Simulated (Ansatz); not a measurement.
Reactions of `N[SiH2]O[SiH](N)O`.

Isolated molecules relaxed with PBE0-D4/def2-TZVP in Ansatz; ΔE leaves out vibrations. CBS: MP2 limit from def2 TZ/QZ plus the TZ coupled-cluster correction, frozen cores. This one scheme is used for every species, atoms too. DFT in def2-TZVPP. No spin–orbit coupling; open shells (•) take unrestricted orbitals. Spin–orbit coupling would lower the free atoms: a little for O, Si. One conformer a species, not always the lowest.

```tsv
reaction	MP2/CBS(def2) (kJ/mol)	PBE-D4 (kJ/mol)	r2SCAN-D4 (kJ/mol)
`N[SiH2]O[SiH](N)O` + `[SiH3]Cl` → `N[SiH2][SiH2]Cl` + `N[SiH](O)O`	140	111	131
`N[SiH2]O[SiH](N)O` → `N[SiH2][O]`• + `N[SiH]O`•	650	560	568
`N[SiH2]O[SiH](N)O` → 8 H• + 2 N• + 2 O• + 2 Si•	5311	5231	5177
`N[SiH2]O[SiH](N)O` + `[AlH2][SH]` → `N[SiH2][S][AlH2]` + `N[SiH](O)O`	51	44	54
```

(1) Give the CCSD(T)/CBS values in the same order. (Best estimate.)

Largest T1 diagnostic: 0.018, for `N[SiH2][O]`•.

## Answers

(1) The calculation gave: 135, 613, 5223, 55 kJ/mol.
